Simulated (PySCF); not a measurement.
Input for PySCF: R-HF/3-21G on BBrH2 (SMILES BBr), a point of a bond scan (R = 2.093 Å).

```python
from pyscf import gto, scf, dft, mp
from pyscf.data.elements import chemcore

mol = gto.M(
    atom='''
    B    -0.84896739   -1.29115255    0.21121296
    H    -0.47171957   -2.07374537    1.01486037
    H    -1.82647135   -1.42145963   -0.44309788
    Br    0.29053475    0.44185995   -0.07228158
    ''',
    basis='3-21g',
    charge=0, spin=0, verbose=3, max_memory=1800)
mf = scf.RHF(mol)
mf.conv_tol = 1e-8
mf.max_cycle = 100
mf.kernel()
if not mf.converged:
    mf = mf.newton().run(mf.mo_coeff, mf.mo_occ)
```

Program output:

```
converged SCF energy = -2585.74984975917
```

Self-consistency was reached.

Cost: about 0.27 core-seconds (a rough figure).
